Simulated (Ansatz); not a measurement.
```yaml
crystal:
  periodic: [false, false, false]
  atoms:
    - {symbol: B, position_ang: [-0.321308, -1.921374, 0.943431]}
    - {symbol: O, position_ang: [0.422398, -2.036411, -0.173587]}
    - {symbol: Ga, position_ang: [0.802626, -0.702960, -1.301464]}
    - {symbol: Cl, position_ang: [1.799865, -1.191709, -3.088845]}
    - {symbol: O, position_ang: [0.390027, 0.964694, -0.959380]}
    - {symbol: Si, position_ang: [-0.295449, 1.932775, 0.172805]}
    - {symbol: H, position_ang: [-0.481521, -2.902662, 1.615521]}
    - {symbol: H, position_ang: [0.652391, 1.737412, 1.797202]}
    - {symbol: H, position_ang: [0.352391, 1.737412, 1.497202]}
    - {symbol: H, position_ang: [-0.106974, 3.339424, -0.262414]}
    - {symbol: H, position_ang: [-1.748558, 1.645774, 0.297938]}
basis:
  gaussian: {orbitals: 6-31G}
hamiltonian: {xc: {name: BHLYP}, dispersion: d3bj}
scf: {lower_state_search: light}
output: {forces: true}
```

```sh
$ ansatz run in.yaml --threads 2 --pin off --events-out ev --progress --plain --max-ram 32768MiB --backend cpu
```

Output, abridged:

```
Functional definition: BHLYP
977 factors; integrals over basis functions are off by at most 5.2e-4 eV
mean field evaluation 1: about -77596.0353 eV, gradient 6.8e1 eV
mean field evaluation 2: about -77564.7016 eV, gradient 1.3e2 eV
mean field evaluation 4: about -77604.0778 eV, gradient 2.1e1 eV
mean field evaluation 8: about -77605.8411 eV, gradient 7.3e-1 eV
mean field evaluation 16: about -77606.2383 eV, gradient 2.8e-2 eV
mean field -77606.23826335 eV, -2851.9766527804 hartree, gradient 7.8e-5 eV, S^2 0.000000; 0 other end points of the search recorded, 0 dependent functions left out
reference -77606.23848142 eV, -2851.9766607944 hartree; 44, 44 occupied and 48, 48 virtual orbitals, 977 factors
Total energy: -77606.64262261 eV, -2851.9915127092 hartree
Atom 0 at    -0.321308    -1.921374     0.943431 Å, force    -0.193493     1.053822     0.647578 eV/Å
Atom 1 at     0.422398    -2.036411    -0.173587 Å, force     0.992869     0.092389    -1.310145 eV/Å
Atom 2 at     0.802626    -0.702960    -1.301464 Å, force    -1.167245    -0.175120     1.306135 eV/Å
Atom 3 at     1.799865    -1.191709    -3.088845 Å, force     0.624939    -0.219900    -0.998525 eV/Å
Atom 4 at     0.390027     0.964694    -0.959380 Å, force     1.131341    -0.788960    -1.380857 eV/Å
Atom 5 at    -0.295449     1.932775     0.172805 Å, force    -4.109661    -0.872585    -4.517975 eV/Å
Atom 6 at    -0.481521    -2.902662     1.615521 Å, force    -0.282205    -0.017036     0.098667 eV/Å
Atom 7 at     0.652391     1.737412     1.797202 Å, force    29.700004     0.499537    30.518630 eV/Å
Atom 8 at     0.352391     1.737412     1.497202 Å, force   -26.967302    -0.243946   -25.267809 eV/Å
Atom 9 at    -0.106974     3.339424    -0.262414 Å, force     0.462556     0.111095     0.695793 eV/Å
Atom 10 at    -1.748558     1.645774     0.297938 Å, force    -0.191801     0.560703     0.208508 eV/Å
Dipole moment:     0.009760     1.208790     0.562235 e Å
```

What is wrong with this run?

One atom was put on top of another. The run converged. The result belongs to that input, not to the molecule as meant.
